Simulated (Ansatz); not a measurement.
Isomers of C4H2S2. Isolated molecules, 0 K electronic values unless said otherwise. One relaxed conformer stands for each flexible species; it need not be the lowest. Strings in code marks are SMILES.

Quantity: electronic energy of isomers of C4H2S2 relative to `S=c1ccc1=S`, in kJ/mol. The restricted reference of `S=c1ccc1=S`, `C#CC(S)=C=S`, `C=C1c2ssc21`, `C1=Cc2ssc21`, `S=c1c2c1SC2` and `S=C=C=CC=S` is unstable towards unrestricted orbitals.

A: `C=C1c2ssc21`
B: `S=C=C=CC=S` (C–C–C–S torsion 180°)
C: `C1=Cc2ssc21`
D: `C#CC(S)=C=S` (C–C–S–H torsion 101°)
E: `S=c1c2c1SC2`

Problem. Order them by electronic energy of isomers of C4H2S2 relative to `S=c1ccc1=S` (lowest first) at the level frozen-core CCSD(T)/cc-pVTZ // B3LYP-D3(BJ)/def2-TZVP (Ansatz, a quantum-chemistry and plane-wave program).

Solution. B (41.9 kJ/mol), D (81.0 kJ/mol), C (220.5 kJ/mol), E (246.9 kJ/mol), A (253.9 kJ/mol)
